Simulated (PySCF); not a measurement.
## Spinor energies of Lu⁴⁺ (lutetium, charge +4)

Start: [Xe] 4f13; 4f5/2 filled at m_j = -5/2, -3/2, -1/2, +1/2, +3/2, +5/2; 4f7/2 filled at m_j = -5/2, -3/2, -1/2, +1/2, +3/2, +5/2, +7/2. Calculated with PySCF 2.14 in x2c-TZVPall-2c (11s11p10d2f1g, 117 functions): generalised Hartree-Fock with the X2C-1e Hamiltonian and a Gaussian nucleus; one run each with spin-orbit coupling (SO) switched off, then screened by Boettger's factors.

```csv
spinor shell,electrons,"ε, spin-free (eV)","ε, screened SO (eV)",weight of nominal j (screened SO),"rms radius, screened SO (bohr)"
1s1/2,2,-63702.4,-63685.5,1.000,0.0219
2s1/2,2,-11023.6,-11018.3,1.000,0.0885
2p1/2,2,-9704.1,-10499.0,1.000,0.0754
2p3/2,4,-9704.1,-9376.2,1.000,0.0825
3s1/2,2,-2598.9,-2597.2,1.000,0.227
3p1/2,2,-2195.7,-2367.8,1.000,0.218
3p3/2,4,-2195.7,-2123.6,1.000,0.232
3d3/2,4,-1707.6,-1738.7,1.000,0.206
3d5/2,6,-1707.6,-1685.4,1.000,0.210
4s1/2,2,-588.55,-588.05,1.000,0.507
4p1/2,2,-453.33,-493.51,0.999,0.518
4p3/2,4,-453.33,-436.37,1.000,0.550
4d3/2,4,-273.34,-280.49,0.994,0.581
4d5/2,6,-273.34,-268.19,0.996,0.593
5s1/2,2,-118.79,-118.72,1.000,1.23
5p1/2,2,-82.307,-88.208,0.994,1.35
5p3/2,4,-82.307,-79.834,0.997,1.44
4f5/2,6,-73.199,-74.307,0.946,0.752
4f7/2,7,-73.199,-72.004,0.953,0.758
```

| quantity | spin-free | screened SO |
| --- | --- | --- |
| E (hartree) | -14549.46568 | -14563.92934 |
| M_J | 7/2 | 7/2 |
| ⟨J²⟩ | 15.754 | 15.754 |
| ⟨L²⟩ | 12.004 | 12.105 |
| ⟨S²⟩ | 0.750 | 0.852 |

Each row is a mean over spinors that exchange with the open shell spreads, by up to 10.289 eV (4d5/2).

Breit and QED terms are absent; they matter most for the inner s and p1/2 levels.

Densities and radii are taken from the X2C orbitals without a picture-change correction, which distorts them close to the nucleus.

Without spin-orbit coupling the j labels of p, d and f shells carry no meaning; the spin-free column gives the mean over the occupied spinors of each nl shell.
